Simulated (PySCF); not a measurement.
Sn(H)2(SMe)2 (C2H8S2Sn), SMILES C[S][SnH2][S]C.

Geometry optimised at B3LYP-D3(BJ)/def2-SVP. The def2 effective core potentials stand for the cores of Sn; spin–orbit coupling is left out. One conformer was computed; it need not be the lowest.

Level of theory: C-PCM-PBE0/def2-SVP (PySCF).

The values are the electrostatic part of the solvation free energy, E(continuum) − E(gas) at the gas-phase geometry, in a cavity of scaled van der Waals radii (PySCF's table); cavitation and dispersion terms are not included. A continuum can't describe solvent molecules that bind to the metal. In vacuum the orbital gap is 5.90 eV. The dipole moment in vacuum is 2.15 D.

Computed values in water (ε = 78.36), cyclohexanone (ε = 15.62), chloroform (ε = 4.71):
```csv
solvent,ε,ΔG(elec) (kcal/mol),dipole (D),gap (eV)
water,78.36,-4.6,3.02,6.07
cyclohexanone,15.62,-4.4,2.96,6.06
chloroform,4.71,-3.6,2.79,6.03
```
